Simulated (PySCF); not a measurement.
Method: PBE0-D4/def2-TZVP run with PySCF. Isolated molecules, 0 K electronic values unless said otherwise. One relaxed conformer stands for a flexible species; it need not be the lowest. Delta-SCF ions had no search for a lower state. Excitations are Tamm–Dancoff values on a coarser integration grid. The basis has no diffuse functions, so Rydberg states are missing or too high.

Reference species (SMILES): `C=C(C(B)=C)N` (neutral, multiplicity 1).

```json
{
 "vertical ionisation energy (Delta-SCF)": "8.10 eV",
 "S1–T1 gap (TDA)": "0.92 eV",
 "S1 oscillator strength": "0.050",
 "LUMO": "-1.99 eV"
}
```

Changed species: `B/C(C=C)=C\N`.

**Question.** What does the change do to the vertical ionisation energy (Delta-SCF), S1–T1 gap (TDA), S1 oscillator strength and LUMO?

**Answer.** the vertical ionisation energy (Delta-SCF) decreases by 0.48 eV, to 7.62 eV; the S1–T1 gap (TDA) increases by 0.46 eV, to 1.38 eV; the S1 oscillator strength rises by 0.046, to 0.096; the LUMO increases by 0.57 eV, to -1.42 eV.
